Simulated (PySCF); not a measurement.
**ORD: `[C@@H]1(F)CC[C@@H]2O[C@H]12`, C5H7FO**

Molfile (atoms numbered from 1):
```
C5H7FO
     RDKit          3D

 14 15  0  0  0  0  0  0  0  0999 V2000
    0.3823   -0.1681   -2.4121 F   0  0  0  0  0  0  0  0  0  0  0  0
    0.1538   -0.5504   -1.1115 C   0  0  2  0  0  0  0  0  0  0  0  0
   -1.0599    0.1757   -0.5163 C   0  0  0  0  0  0  0  0  0  0  0  0
   -0.7996    0.2235    0.9954 C   0  0  0  0  0  0  0  0  0  0  0  0
    0.7137    0.2668    1.0902 C   0  0  2  0  0  0  0  0  0  0  0  0
    1.3251    1.1608    0.2091 O   0  0  0  0  0  0  0  0  0  0  0  0
    1.2929   -0.1822   -0.1780 C   0  0  2  0  0  0  0  0  0  0  0  0
    0.0302   -1.6413   -1.1335 H   0  0  0  0  0  0  0  0  0  0  0  0
   -1.9974   -0.3138   -0.7690 H   0  0  0  0  0  0  0  0  0  0  0  0
   -1.0666    1.1863   -0.9252 H   0  0  0  0  0  0  0  0  0  0  0  0
   -1.2650    1.0914    1.4602 H   0  0  0  0  0  0  0  0  0  0  0  0
   -1.1615   -0.6792    1.4901 H   0  0  0  0  0  0  0  0  0  0  0  0
    1.2054    0.1171    2.0433 H   0  0  0  0  0  0  0  0  0  0  0  0
    2.2459   -0.6870   -0.2649 H   0  0  0  0  0  0  0  0  0  0  0  0
  1  2  1  0
  2  3  1  0
  3  4  1  0
  4  5  1  0
  5  6  1  0
  6  7  1  0
  7  2  1  0
  7  5  1  0
  2  8  1  6
  3  9  1  0
  3 10  1  0
  4 11  1  0
  4 12  1  0
  5 13  1  1
  7 14  1  1
M  END
```

Theory: TDDFT LC-wPBE/def2-SVPD circular dichroism and optical rotation, one conformer, gas phase in PySCF. Geometry: GFN2-xTB.

Stereocentres: C2 R, C5 S, C7 S.

Question: Give the optical rotatory dispersion at 633, 589.3, 546, 436, 405, 365, 355 nm.

Answer: [α] in deg dm⁻¹ (g/mL)⁻¹:
```tsv
λ (nm)	origin-invariant length gauge	modified velocity gauge	length gauge (centre of mass)	isotropic polarisability (au)
633	+20.3	+17.3	+19.1	56.8
589.3	+23.6	+20.1	+22.1	56.9
546	+27.7	+23.6	+26.0	57.1
436	+45.0	+38.2	+42.1	57.8
405	+53.0	+45.0	+49.6	58.1
365	+67.2	+56.8	+62.7	58.6
355	+71.7	+60.5	+66.8	58.8
```

Question: And for the mirror image at 589.3 nm?

Answer: -23.6 deg dm⁻¹ (g/mL)⁻¹ (origin-invariant length gauge): the same size and the opposite sign.

Question: What is the molar rotation [Φ] = [α]·M/100 of the geometry above at 589.3 nm?

Answer: With M = 102.11 g/mol, +24.1 deg cm² dmol⁻¹ (origin-invariant length gauge).

The first excitation lies at 8.39 eV (148 nm) with R = +2.0 × 10⁻⁴⁰ esu² cm² (velocity form).
